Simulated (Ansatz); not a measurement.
The same atomization along the group C, Si, Ge.

Isolated molecules relaxed with PBE0-D4/def2-TZVP in Ansatz; ΔE leaves out vibrations. CCSD(T)/CBS adds triple-zeta CCSD(T) − MP2 to the extrapolated MP2 energy (def2 sets, frozen cores). Small cases extrapolate CCSD(T) itself. Open shells (•) are unrestricted, without spin–orbit coupling. Spin–orbit coupling would lower the free atoms: a little for C, S, Si; clearly for Ge. For Ge outer-core shells are correlated without core-valence functions, so the limit isn't a true one: a few kJ/mol of doubt a bond, and 10 to 20 or more in all where bonds break to atoms. Scalar relativity is left out up to krypton.

Question: Order these by ΔE at CCSD(T)/CBS, lowest first. (An estimate is asked.)
A. `[S+]#[Ge-]` → Ge• + S•
B. `[Si-]#[S+]` → Si• + S•
C. `[C-]#[S+]` → C• + S•

Answer: A (+5.87 eV), B (+6.37 eV), C (+7.37 eV).

Largest T1 diagnostic: 0.024, for `[C-]#[S+]`.

Extrapolated directly: `[C-]#[S+]` → C• + S•; `[Si-]#[S+]` → Si• + S•.

For atomizations the MP2-based limit and the directly extrapolated one differ by several kJ/mol either way, and by 10 to 25 for some Ge, Se and Sn compounds, so smaller differences from it don't rank the levels.
